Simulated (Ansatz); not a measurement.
`F[SiH]([SiH3])P` + H₂ → PH₃ + `F[SiH2][SiH3]` at 500 K and 1 bar (hydrogenolysis of a P–Si bond).

Program: Ansatz. Geometries: PBE0-D4/def2-TZVP. ΔE: electronic, gas phase. CCSD(T)/CBS adds triple-zeta CCSD(T) − MP2 to the extrapolated MP2 energy (def2 sets, frozen cores). This one scheme is used for every species. One conformer a species, not always the lowest.

```tsv
species	CCSD(T)/CBS energy (Eh)	H − E (kJ/mol)	S (J/(mol·K))
`F[SiH]([SiH3])P`	-1022.55000	193.4	434.5
H₂	-1.17544	41.0	145.5
PH₃	-342.72256	81.5	231.4
`F[SiH2][SiH3]`	-681.00067	154.3	364.0
```

H − E and S are ideal-gas, rigid-rotor, harmonic terms from PBE0-D4/def2-TZVP, for one conformer and one mirror image of each species. The MP2-based limit puts H₂ 0.8 mEh under its directly extrapolated value; such offsets cancel only in part. 1 Eh = 2625.50 kJ/mol, R = 8.31446 J/(mol·K).

Problem. By hand: ΔE, ΔH, ΔS and ΔG.

Solution. ΔE = (-342.72256) + (-681.00067) − (-1022.55000) − (-1.17544) = 0.00221 Eh = 5.8 kJ/mol. Δ(H − E) = 81.5 + 154.3 − 193.4 − 41.0 = 1.4, so ΔH = 7.2 kJ/mol. ΔS = 231.4 + 364.0 − 434.5 − 145.5 = 15.4 J/(mol·K). ΔG = 7.2 − 500 × (15.4)/1000 = -0.5 kJ/mol.

Problem. By hand: the equilibrium constant, and the temperature at which ΔG would vanish if ΔH and ΔS stayed fixed.

Solution. log₁₀ K = −ΔG/(RT ln 10) = 0.1. ΔG = 0 at ΔH/ΔS = 468 K, though so small a ΔH makes that figure unsure.

TΔS isn't small against ΔH here. The sign of ΔG lies within the doubt. A doubt of 5 kJ/mol in ΔE shifts log₁₀ K by 0.5 here. Other conformers and mirror images would add mixing entropy, several J/(mol·K) or more a flexible species. These are equilibria of isolated gas molecules and say nothing of rates. Largest T1 diagnostic: 0.014 (customary marks: 0.02 for closed shells, 0.045 for open ones).
